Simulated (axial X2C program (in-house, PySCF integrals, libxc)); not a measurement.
## YF at several levels of theory

Calculated with an axial X2C code built on PySCF integrals. Spin-free means the one-electron spin-free X2C Hamiltonian; two-component (2c) means X2C with spin–orbit coupling and atomic mean-field two-electron Coulomb and Gaunt terms, so the difference of the two also holds small scalar two-electron terms. Basis: Y dyall-cv3z [11s12p9d6f3g], F dyall-av3z [7s6p3d2f] (cores contracted in-house); Gaussian nuclei, density fitting, unrestricted open shells. Masses: Y 88.906 u, F 18.998 u.

Input file and command:
```json
{"zs": [39, 9], "q": 0, "bas": ["dyall-cv3z", "dyall-av3z"], "levels": ["PBE0", "HF", "BLYP"], "cc": true, "r0": 2.27, "thr": -1.0, "nmax": 90, "npts": 10, "nst": 2, "ntry": 6}
```
```bash
python so2c.py task.json out
```

Keys: zs atomic numbers; q charge; bas basis sets; levels methods; cc coupled cluster on or off; r0 starting distance in Å; thr threshold in hartree for freezing inner shells (an s shell follows its p shell); nmax most natural virtual spinors; npts points on the curve; nst determinants followed; ntry starts of the search. HF also brings MP2.

State, spin-free: M_S = 0, Λ = 0 (closed shell); electrons by block: σα: 12, σβ: 12, π+α: 5, π+β: 5, π-α: 5, π-β: 5, δ+α: 1, δ+β: 1, δ-α: 1, δ-β: 1. Fragments: Y + F.

State, 2c: Ω = 0 (closed shell); electrons by block: 1/2: 17, -1/2: 17, 3/2: 6, -3/2: 6, 5/2: 1, -5/2: 1. Fragments: Y + F.

```json
{"Hamiltonian": "spin-free", "level": "PBE0", "Re (Å)": "1.916", "ωe (cm⁻¹)": "641.2", "ωexe (cm⁻¹)": "2.62", "αe (cm⁻¹)": "0.00166", "De (eV)": "6.84", "μ (D)": "-1.73"}
{"Hamiltonian": "spin-free", "level": "HF", "Re (Å)": "1.946", "ωe (cm⁻¹)": "624.2", "ωexe (cm⁻¹)": "2.47", "αe (cm⁻¹)": "0.00157", "De (eV)": "5.20", "μ (D)": "-1.72"}
{"Hamiltonian": "spin-free", "level": "MP2", "Re (Å)": "1.958", "ωe (cm⁻¹)": "607.4", "ωexe (cm⁻¹)": "2.45", "αe (cm⁻¹)": "0.0016", "De (eV)": "7.40", "μ (D)": "n/a"}
{"Hamiltonian": "spin-free", "level": "CCSD", "Re (Å)": "1.959", "ωe (cm⁻¹)": "609.4", "ωexe (cm⁻¹)": "2.39", "αe (cm⁻¹)": "0.00157", "De (eV)": "6.96", "μ (D)": "n/a"}
{"Hamiltonian": "spin-free", "level": "CCSD(T)", "Re (Å)": "1.960", "ωe (cm⁻¹)": "607.7", "ωexe (cm⁻¹)": "2.4", "αe (cm⁻¹)": "0.00158", "De (eV)": "7.08", "μ (D)": "n/a"}
{"Hamiltonian": "spin-free", "level": "BLYP", "Re (Å)": "1.943", "ωe (cm⁻¹)": "612.7", "ωexe (cm⁻¹)": "2.61", "αe (cm⁻¹)": "0.00168", "De (eV)": "7.08", "μ (D)": "-1.98"}
{"Hamiltonian": "2c", "level": "PBE0", "Re (Å)": "1.916", "ωe (cm⁻¹)": "641.1", "ωexe (cm⁻¹)": "2.62", "αe (cm⁻¹)": "0.00166", "De (eV)": "n/a", "μ (D)": "-1.73"}
{"Hamiltonian": "2c", "level": "HF", "Re (Å)": "1.946", "ωe (cm⁻¹)": "624.1", "ωexe (cm⁻¹)": "2.47", "αe (cm⁻¹)": "0.00157", "De (eV)": "n/a", "μ (D)": "-1.72"}
{"Hamiltonian": "2c", "level": "MP2", "Re (Å)": "1.958", "ωe (cm⁻¹)": "607.4", "ωexe (cm⁻¹)": "2.44", "αe (cm⁻¹)": "0.0016", "De (eV)": "n/a", "μ (D)": "n/a"}
{"Hamiltonian": "2c", "level": "BLYP", "Re (Å)": "1.943", "ωe (cm⁻¹)": "612.7", "ωexe (cm⁻¹)": "2.61", "αe (cm⁻¹)": "0.00168", "De (eV)": "n/a", "μ (D)": "-1.98"}
```

Correlated methods: 10 electrons correlated (number of frozen shells: Y 4 s, 3 p, 1 d; F 1 s), 308 virtual spin orbitals or spinors in MP2.

Dipoles are positive if F is the positive end.

Occupations by symmetry block were frozen at the best pattern of an incomplete PBE0 search. Closed shells are restricted here (equal orbitals for both partners); the stretched side of such a curve lies too high. Dissociation energies refer to the lowest single-determinant-based atoms at the same level and basis. De is not given where an atomic determinant may have missed its ground term or J level, or where the truncated virtual space spoils (T). CCSD and (T) use frozen natural virtuals with an MP2 correction for the truncation; (T) itself is uncorrected, so its De runs slightly low. The functionals have no current-density term, which raises determinants with orbital currents, atoms included. The outer-core s and p shells of the metal are frozen in the correlated rows, which leaves out core–valence correlation; for alkali and alkaline-earth bonds that tends to lengthen them. With the outer-core shells frozen, correlated bond lengths of heavy atoms tend to come out a few hundredths of an ångström too long.

No reliable constants came from CCSD (2c), CCSD(T) (2c): no minimum in range, unconverged points, a curve that is not smooth, a change of character along it, or the two Hamiltonians disagreeing along it.

Rough cost a point (2c) on 1 thread(s) of a shared host, integrals apart: PBE0 1.2 s, HF 0.7 s, BLYP 0.8 s.

The whole task took 3.4 min on 1 thread of Intel(R) Xeon(R) CPU @ 2.60GHz (Ice Lake), on a shared host.
